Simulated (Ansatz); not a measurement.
C2H4N2, SMILES `N=C=CN` (charge 0, multiplicity 1).

These are HSE06/cc-pVTZ // B3LYP-D3(BJ)/def2-TZVP (Ansatz, a first-principles code) values and carry that method's errors.

Ansatz 0.2 input:
```yaml
crystal:
  periodic: [false, false, false]
  atoms:
    - { symbol: N, position_ang: [2.101793, 0.064451, -0.191346] }
    - { symbol: C, position_ang: [0.916227, -0.213656, -0.031564] }
    - { symbol: C, position_ang: [-0.352377, -0.530475, 0.042047] }
    - { symbol: N, position_ang: [-1.43611, 0.3952, 0.05276] }
    - { symbol: H, position_ang: [2.603537, 0.313904, 0.664725] }
    - { symbol: H, position_ang: [-0.608844, -1.569488, 0.206125] }
    - { symbol: H, position_ang: [-2.103798, 0.190267, -0.682128] }
    - { symbol: H, position_ang: [-1.120429, 1.349797, -0.060618] }
basis:
  gaussian: { orbitals: cc-pVTZ }
hamiltonian:
  xc: hse06
```

Output:

```
Functional definition: HSE06
942 factors; their error is unknown
90 factors; integrals over basis functions are off by at most 5.4e-7 eV
mean field evaluation 1: about -5105.5965 eV, gradient 6.0e1 eV
mean field evaluation 2: about -5101.3524 eV, gradient 7.4e1 eV
mean field evaluation 4: about -5112.8498 eV, gradient 3.5e0 eV
mean field evaluation 8: about -5112.8776 eV, gradient 1.3e-1 eV
mean field evaluation 16: about -5112.8736 eV, gradient 3.8e-5 eV
mean field -5112.87361508 eV, -187.8946397242 hartree, gradient 3.8e-5 eV, S^2 0.000000; 0 other end points of the search recorded, 0 dependent functions left out
reference -5112.87364672 eV, -187.8946408866 hartree; 15, 15 occupied and 161, 161 virtual orbitals, 942 factors
Total energy: -5112.87364672 eV, -187.8946408866 hartree
```
